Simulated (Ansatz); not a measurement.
Reaction (substitution at a C–S bond): `C=CSC(F)(F)F` + `C1=CN1` → `C=CN1C=C1` + `FC(F)(F)S`

Gas-phase electronic energies from Ansatz, PBE0-D4/def2-TZVP geometries. CCSD(T)/CBS is the MP2 limit (def2-TZVPP, def2-QZVPP) plus CCSD(T) − MP2 in def2-TZVPP, frozen cores. One conformer a species, not always the lowest.

```csv
species,CCSD(T)/CBS(def2) energy (Eh)
`C=CSC(F)(F)F`,-813.07902
`C1=CN1`,-132.46664
`C=CN1C=C1`,-209.75029
`FC(F)(F)S`,-735.79424
```

Work out ΔE.

ΔE = (-209.75029) + (-735.79424) − (-813.07902) − (-132.46664) = 0.00113 Eh = +3.0 kJ/mol.

Largest T1 diagnostic among the species: 0.013.

In def2-TZVPP, CCSD(T) changes the Hartree–Fock value by +7.4 kJ/mol (the triples alone add +1.3 kJ/mol) and MP2 by +6.0 kJ/mol.
